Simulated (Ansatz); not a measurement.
A nudged elastic band was laid between two geometries of CH5FGe + H2 (10 atoms, charge 0, multiplicity 1).

All numbers below come from RKS B3LYP-D4/def2-SVP in Ansatz.

```yaml
movable_images: 9
climbing_image: yes
spring: 5.0 eV/Å²
optimiser: lbfgs
start_path: through a guess of the saddle point
force_threshold: 0.05 eV/Å
iteration_limit: 60
end_points: relaxed
```

First end point:

```xyz
10
Properties=species:S:1:pos:R:3
Ge -0.018 0.277 -0.613
F 0.027 -0.277 1.060
H 1.448 0.554 -1.004
C -1.128 1.880 -0.636
H -2.142 1.643 -0.283
H -0.693 2.651 0.016
H -1.194 2.277 -1.661
H -0.622 -0.886 -1.425
H 1.445 -2.616 2.500
H 1.081 -2.029 2.175
```

Last end point:

```xyz
10
Properties=species:S:1:pos:R:3
Ge 0.547 0.014 -0.634
F -1.194 -1.029 1.846
H 1.738 0.503 -1.485
C -0.723 1.453 -0.234
H -1.450 1.075 0.497
H -0.199 2.321 0.192
H -1.251 1.767 -1.146
H -0.137 -1.171 -1.340
H 1.147 -0.520 0.702
H -0.274 -0.937 1.732
```

Which bonds break or form, and what moves?

Bonds broken: Ge1–F2, H9–H10. Bonds formed: Ge1–H9, F2–H10. CH5FGe + H2 becomes CH6Ge + FH.

What energy profile does the band end with?

The run converged. The highest image is number 6 of 0 to 10, 46.5 kcal/mol above the first end and 36.2 kcal/mol above the last; the last end lies 10.3 kcal/mol above the first. The order of the stationary point at the top wasn't checked. The orbitals stay closed-shell, which can raise the energy where a bond breaks towards radicals; this wasn't checked here.

```json
{"image": "0", "path coordinate (Å)": "0.00", "energy (kcal/mol)": "0.0", "Ge1–F2 (Å)": "1.76", "H9–H10 (Å)": "0.76", "Ge1–H9 (Å)": "4.49"}
{"image": "1", "path coordinate (Å)": "0.66", "energy (kcal/mol)": "0.2", "Ge1–F2 (Å)": "1.76", "H9–H10 (Å)": "0.76", "Ge1–H9 (Å)": "4.09"}
{"image": "2", "path coordinate (Å)": "1.31", "energy (kcal/mol)": "0.5", "Ge1–F2 (Å)": "1.76", "H9–H10 (Å)": "0.76", "Ge1–H9 (Å)": "3.68"}
{"image": "3", "path coordinate (Å)": "1.97", "energy (kcal/mol)": "1.3", "Ge1–F2 (Å)": "1.76", "H9–H10 (Å)": "0.76", "Ge1–H9 (Å)": "3.19"}
{"image": "4", "path coordinate (Å)": "2.64", "energy (kcal/mol)": "5.4", "Ge1–F2 (Å)": "1.77", "H9–H10 (Å)": "0.76", "Ge1–H9 (Å)": "2.76"}
{"image": "5", "path coordinate (Å)": "3.32", "energy (kcal/mol)": "19.7", "Ge1–F2 (Å)": "1.83", "H9–H10 (Å)": "0.78", "Ge1–H9 (Å)": "2.30"}
{"image": "6", "path coordinate (Å)": "4.00", "energy (kcal/mol)": "46.5", "Ge1–F2 (Å)": "2.11", "H9–H10 (Å)": "1.00", "Ge1–H9 (Å)": "1.88"}
{"image": "7", "path coordinate (Å)": "4.67", "energy (kcal/mol)": "24.1", "Ge1–F2 (Å)": "2.61", "H9–H10 (Å)": "1.34", "Ge1–H9 (Å)": "1.62"}
{"image": "8", "path coordinate (Å)": "5.34", "energy (kcal/mol)": "12.7", "Ge1–F2 (Å)": "3.10", "H9–H10 (Å)": "1.55", "Ge1–H9 (Å)": "1.56"}
{"image": "9", "path coordinate (Å)": "6.01", "energy (kcal/mol)": "10.9", "Ge1–F2 (Å)": "3.22", "H9–H10 (Å)": "1.69", "Ge1–H9 (Å)": "1.56"}
{"image": "10", "path coordinate (Å)": "6.68", "energy (kcal/mol)": "10.3", "Ge1–F2 (Å)": "3.20", "H9–H10 (Å)": "1.80", "Ge1–H9 (Å)": "1.56"}
```

What is the geometry of the highest image?


```xyz
10
Properties=species:S:1:pos:R:3
Ge 0.166 -0.126 -0.309
F -0.482 -0.217 1.701
H 1.557 0.187 -0.918
C -0.877 1.533 -0.407
H -1.942 1.329 -0.226
H -0.522 2.252 0.345
H -0.746 1.968 -1.411
H -0.538 -1.310 -0.990
H 1.138 -1.242 0.855
H 0.451 -0.899 1.489
```

Run time: 25 min on 2 threads of Arm Neoverse N1 (shared host), peak memory 0.22 GiB.
